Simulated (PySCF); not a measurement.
AlF2H3O2Si.

```xyz
9

Si    -1.2367    -0.2965     0.0263
F     -1.8291     0.5906     1.2569
F     -1.8332     0.3477    -1.3458
Al     1.1721    -0.1182     0.0114
O      2.0453    -1.5747     0.0463
O      1.8471     1.4355    -0.0305
H     -1.8329    -1.6532     0.1529
H      2.9857    -1.7585     0.0459
H      2.7447     1.7686    -0.0410
```
Charge 0, spin multiplicity 1.

The structure is a stationary point at ωB97X-D3(BJ)/def2-SVP. The structure was generated by enumeration; whether it is a known compound was not checked. The values are those of a single conformer.

All values below come from PBE/pcSseg-1 (PySCF). Non-relativistic, no solvent.

Computed absolute GIAO shielding of each atom: isotropic value and principal components (ppm):
```
atom  σ(iso)    σ11    σ22    σ33   span
----  ------  -----  -----  -----  -----
Si1    312.4  264.4  313.0  359.9   95.5
F2     295.1  163.5  299.4  422.5  259.0
F3     296.5  165.5  300.7  423.4  257.9
Al4    447.4  396.4  471.0  474.8   78.4
O5     273.4  209.2  271.1  340.1  130.9
O6     279.3  218.1  272.6  347.2  129.0
H7      25.4   22.6   23.0   30.7    8.1
H8      29.0   22.1   22.1   43.0   20.9
H9      29.1   21.8   22.0   43.5   21.6
```
